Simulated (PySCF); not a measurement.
Computed shifts of a molecule C2H7ClFNSi, B3LYP/pcSseg-1 (PySCF), GIAO, gas phase, atoms alike by connectivity averaged where their shifts nearly agree, in ppm (number of nuclei): ¹³C: 14.9 (1), 13.2 (1). ²⁹Si: 3.8 (1). ¹⁵N: 42.8 (1). ¹⁹F: -118.3 (1). ¹H: 1.75 (1), 1.64 (3), 1.41 (1), 1.28 (1), 1.18 (1). References: ¹³C against TMS (σ = 181.3 ppm); ²⁹Si against TMS (σ = 338.7 ppm); ¹⁵N against NH3 (σ = 265.5 ppm); ¹⁹F against CFCl3 (σ = 161.7 ppm); ³⁵Cl against HCl (σ = 933.3 ppm); ¹H against TMS (σ = 31.68 ppm), references at their B3LYP-D3(BJ)/def2-TZVP geometries, non-relativistic (without spin–orbit terms, shifts of atoms bonded to Cl or Br come out too high). Geometry optimised at PBE-D3(BJ)/def2-SVP. The values are those of a single conformer.

### Question
Pick the molecule that these values belong to.
(A) C[Si@](F)(Cl)CN
(B) CCN[Si@@H](F)Cl
(C) CC[Si@](N)(F)Cl
(D) CN(C)[Si@H](F)Cl

### Answer
C, CC[Si@](N)(F)Cl
